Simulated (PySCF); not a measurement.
RbI, SMILES [Rb][I]. Heavy atoms are numbered as in [Rb:1][I:2].

Geometry optimised at PBE0-D3(BJ)/def2-TZVPD. The def2 effective core potentials stand for the cores of I, Rb; spin–orbit coupling is left out.

All values below come from HF/def2-TZVPD (PySCF).

Mulliken values depend strongly on the basis, most of all with diffuse functions as here. ESP charges are fitted to the potential on shells at 1.4 to 2.0 van der Waals radii. Atomic charges (e), one atom of each kind:

| atom | Mulliken | ESP fit |
|---|---|---|
| Rb1 | 0.91 | [?] |
| I2 | -0.91 | [?] |

### Question
Some entries are withheld; supply them. (The exact figures need the calculation; the answer reports its results.)

### Answer

- Rb1, ESP fit: 0.77
- I2, ESP fit: -0.77
